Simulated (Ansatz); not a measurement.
IRb, charge -1, doublet, at the geometry of the source list (a state made from the parent by changing its charge; the spin is typed, not shown lowest) (core potentials on I, Rb) (a gas-phase anion, which may not be bound at this level), with bond 1-2 at 2.4 times its length; SC-NEVPT2/def2-SVP, CASSCF(3,4) (Ansatz, a quantum-chemistry and plane-wave program).

Input for Ansatz:
Ansatz 0.2 input:
```yaml
crystal:
  periodic: [false, false, false]
  atoms:
    - {symbol: Rb, position_ang: [-4.08424000, -3.05292000, -3.54844000]}
    - {symbol: I, position_ang: [1.07480000, 0.80340000, 0.93380000]}
basis:
  gaussian:
    orbitals: def2-SVP
total_charge: -1
correlation: {method: sc_nevpt2, electrons: all, active_space: {window: {electrons: 3, orbitals: 4}}}
magnetization: {spin_polarized: false, initial_magnetization: 1}
```

It wrote (shortened):

```
Functional definition: HF
563 factors; integrals over basis functions are off by at most 4.3e-4 eV
mean field evaluation 1: about -8721.9912 eV, gradient 5.3e0 eV
mean field evaluation 2: about -8721.9961 eV, gradient 5.3e0 eV
mean field evaluation 4: about -8722.1170 eV, gradient 3.5e-1 eV
mean field evaluation 8: about -8722.1192 eV, gradient 7.8e-2 eV
mean field evaluation 16: about -8722.1194 eV, gradient 3.2e-6 eV
mean field -8722.11936624 eV, -320.5319746447 hartree, gradient 3.2e-6 eV, S^2 0.750000; 2 other end points of the search recorded, 0 dependent functions left out
reference -8722.11936624 eV, -320.5319746447 hartree; 18, 17 occupied and 32, 33 virtual orbitals, 563 factors
state -8722.33400744 eV, -320.5398625630 hartree
state -8722.33400744 eV, -320.5398625630 hartree; corrected -8727.17705639 eV, -320.7178413293 hartree
Total energy: -8727.17705639 eV, -320.7178413293 hartree
```
